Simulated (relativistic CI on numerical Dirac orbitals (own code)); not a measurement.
## Hyperfine structure of Lu57+, mass number 173

Method of calculation: Dirac-Coulomb-Breit CI, separate exchange-only KLI orbitals for each configuration, QED by a radiative potential, unscaled Slater integrals (own radial code, finite nucleus).

Configuration list (outside the closed core [Ne]): 3s2 3p2, 3s2 3p 3d, 3s 3p3, 3s2 3d2, 3p4, 3s 3p2 3d, 3p2 3d2, 3s 3p 3d2, 3p3 3d, 3s2 3d 4s, 3s2 3d 4p, 3s 3p 3d 4s, 3p3 4s, 3s2 3p 4s, 3s 3p 3d 4p, 3p3 4p. Levels of other configurations are missing.

Nuclear spin I = 7/2, μ = 2.273 μN, Q = 3.53 b (tables of Stone and Pyykkö). The electronic factors are computed for point nuclear moments, without core polarisation or the Bohr-Weisskopf and QED corrections.

| Level | E (10³ cm⁻¹) | A (GHz) | B (GHz) |
| --- | --- | --- | --- |
| 3s2 3p2 3P_1 | 2290.1 | -103.8 | 665 |
| 3s2 3p2 1D_2 | 2363.8 | 349.5 | 1220 |
| 3s2 3p 3d 3F°_2 | 3980.1 | 307.6 | 271 |
| 3s2 3p 3d 3F°_3 | 4675.5 | 196.3 | 194 |
| 3s2 3p2 3P_2 | 4708.4 | 126.1 | 111 |

Levels with J = 0, under 50 % of one LS term, or S terms without an open s electron are left out. Small factors come from cancelling terms and can be off by tens of per cent or more.

At this charge energies of transitions that change n are usually good to better than 1 %, and those within a shell (Δn = 0) to a few per cent.

Give the hyperfine levels of 3s2 3p2 1D_2 relative to its centre of gravity.

With K = F(F + 1) − I(I + 1) − J(J + 1), E = AK/2 + B[¾K(K + 1) − I(I + 1)J(J + 1)]/[2I(2I − 1)J(2J − 1)]: F = 3/2: -2493, F = 5/2: -2163, F = 7/2: -1397, F = 9/2: 111, F = 11/2: 2751 GHz.

LS names give the leading component of a level, which can be under half, so a name can repeat, a term be missing and a line seem to break the LS rules.
